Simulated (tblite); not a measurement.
Compound: C3H8NSSi (doublet state).
Atom-mapped SMILES: `[H]/[N:6]=[C:5]/[Si@@H:3]([CH2:2][CH3:1])[SH:4]` (hydrogens: H7, H8, H9 on C1; H10, H11 on C2; H12 on Si3; H13 on S4; H14 on N6)

Geometry (GFN2-xTB, Å), atoms numbered from 1 in this order:
```
atom  x, y, z in Å
C1    -1.738   -0.838    0.073
C2    -1.001    0.494    0.146
Si3    0.640    0.456   -0.813
S4     1.636    2.380   -0.670
C5     1.749   -0.615    0.208
N6     2.509   -1.561    0.086
H7    -2.678   -0.793    0.620
H8    -1.957   -1.099   -0.959
H9    -1.132   -1.634    0.500
H10   -0.825    0.744    1.195
H11   -1.644    1.278   -0.257
H12    0.403    0.314   -2.250
H13    0.968    2.824    0.382
H14    3.069   -1.951    0.836
```

Method: GFN2-xTB as coded in tblite; computed harmonic values from a numerical Hessian at the method's own geometry, unscaled. The method is semi-empirical: single wavenumbers can be off by several per cent or more. Modes of hydrogen on silicon and sulfur can be 10 to 20 % off. One conformer, not necessarily the lowest. Open shells enter through the occupations alone, without spin polarisation, and single modes of such species can be off by tens of per cent.

Harmonic wavenumbers (cm⁻¹): 32.4, 49.6, 68.7, 111.4, 151.0, 224.6, 245.8, 265.5, 287.1, 489.7, 571.3, 588.2, 642.8, 656.2, 711.2, 743.3, 760.8, 978.9, 986.4, 1023.9, 1080.5, 1242.4, 1292.6, 1423.2, 1478.5, 1512.6, 1513.9, 1922.9, 2225.1, 2477.1, 2959.4, 2978.8, 3017.9, 3029.4, 3038.6, 3301.6.

A = 2335, B = 1730, C = 1076 MHz; mass 118.015 u (most abundant isotopes); point group C1, symmetry number 1; spin multiplicity 2.

Q: What is the zero-point energy?

A: ½Σν̃ = 22042 cm⁻¹ = 63.02 kcal/mol.

Q: Give the ideal-gas entropy at 273.15 K and 1 bar in the rigid-rotor, harmonic-oscillator model (classical rotation).

A: Translation 39.80, rotation 28.43, vibration 28.83, spin (R ln 2) 1.38: S = 98.4 cal/(mol K).

Q: And Cp and H(273.15 K) − H(0)?

A: Cp = 32.71 cal/(mol K), of which vibrations give 24.76 (their classical limit is 36 R = 71.5); H(273.15 K) − H(0) = 5.99 kcal/mol without the zero-point energy, 3.82 from vibrations.

Q: Blend soft modes into free rotors: weight 1/[1 + (100 cm⁻¹/ν̃)⁴] for the oscillator and the rest for a rotor with moment μB/(μ + B), μ = h/(8π²ν), B = 10⁻⁴⁴ kg m². What vibrational entropy results?

A: 25.23 cal/(mol K) in place of 28.83, which changes −T·S at 273.15 K by +0.98 kcal/mol.

Q: How do the functions run with temperature in this model?

A: 
```json
{"T (K)": "150", "S (cal/(mol K))": "81.8", "Cp (cal/(mol K))": "23.7", "H − H(0) (kcal/mol)": "2.51", "G − H(0) (kcal/mol)": "-9.76", "ln q(vib)": "4.10"}
{"T (K)": "250", "S (cal/(mol K))": "95.6", "Cp (cal/(mol K))": "31.1", "H − H(0) (kcal/mol)": "5.25", "G − H(0) (kcal/mol)": "-18.65", "ln q(vib)": "6.87"}
{"T (K)": "298.15", "S (cal/(mol K))": "101.4", "Cp (cal/(mol K))": "34.4", "H − H(0) (kcal/mol)": "6.83", "G − H(0) (kcal/mol)": "-23.40", "ln q(vib)": "8.11"}
{"T (K)": "400", "S (cal/(mol K))": "112.4", "Cp (cal/(mol K))": "40.6", "H − H(0) (kcal/mol)": "10.66", "G − H(0) (kcal/mol)": "-34.30", "ln q(vib)": "10.59"}
{"T (K)": "600", "S (cal/(mol K))": "130.7", "Cp (cal/(mol K))": "49.8", "H − H(0) (kcal/mol)": "19.76", "G − H(0) (kcal/mol)": "-58.66", "ln q(vib)": "15.02"}
{"T (K)": "900", "S (cal/(mol K))": "152.8", "Cp (cal/(mol K))": "59.1", "H − H(0) (kcal/mol)": "36.20", "G − H(0) (kcal/mol)": "-101.32", "ln q(vib)": "20.85"}
```

q(vib) and H(0) count from the zero-point level.

Hindered rotation and anharmonicity are outside this model. Other conformers, if any are populated, would add a mixing term that is left out. The structure is chiral; the term R ln 2 for an equal mix with its mirror image is left out.
